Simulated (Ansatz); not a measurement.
System: YH, charge 0, multiplicity 1. 
Structure (B3LYP-D3(BJ)/def2-TZVP (Ansatz, an electronic-structure program) minimum search):
```xyz
2

Y      0.0000     0.0000    -0.0480
H      0.0000     0.0000     1.8702
```
Charge 0, spin multiplicity 1.

Quantity: vertical ionisation energy (to the doublet state of charge +1; each state is the SCF solution reached for its spin; for the singlet the Hartree-Fock reference is unstable and T1 is 0.018), in eV. Cores are frozen in the correlated levels unless marked. UHF or UKS for open shells. Spin-orbit coupling is left out. The frozen core is the preceding noble-gas configuration, with the filled d and f shells of earlier blocks. Past Kr the def2 sets carry scalar-relativistic core potentials. CBS marks a two-point X^-3 extrapolation of the correlation energy; Hartree-Fock from the larger set.

| level | program | vertical ionisation energy (eV) | minus last row |
|---|---|---|---|
| SVWN5/def2-TZVPD | Ansatz | 6.45 | 0.20 |
| PBE/def2-TZVPD | Ansatz | 6.27 | 0.02 |
| r2SCAN/def2-TZVPD | Ansatz | 6.00 | -0.25 |
| B3LYP/def2-TZVPD | Ansatz | 6.36 | 0.11 |
| PBE0/def2-TZVPD | Ansatz | 6.20 | -0.05 |
| BHLYP/def2-TZVPD | Ansatz | 6.17 | -0.08 |
| CAM-B3LYP/def2-TZVPD | Ansatz | 6.30 | 0.05 |
| wB97M-V/def2-TZVPD | Ansatz | 6.36 | 0.11 |
| wB97X-V/def2-TZVPD | Ansatz | 6.19 | -0.06 |
| CCSD/def2-SVPD | Ansatz | 6.20 | -0.05 |
| CCSD/def2-TZVPPD | Ansatz | 6.22 | -0.03 |
| CCSD/def2-QZVPPD | Ansatz | 6.22 | -0.03 |
| CCSD/CBS(def2-TZVPPD,def2-QZVPPD) | Ansatz | 6.22 | -0.03 |
| CCSD(T)/def2-SVPD | Ansatz | 6.22 | -0.03 |
| CCSD(T)/def2-TZVPPD | Ansatz | 6.25 | 0.00 |
| CCSD(T)/def2-QZVPPD | Ansatz | 6.25 | 0.00 |
| CCSD(T)/CBS(def2-TZVPPD,def2-QZVPPD) | Ansatz | 6.25 | 0.00 |
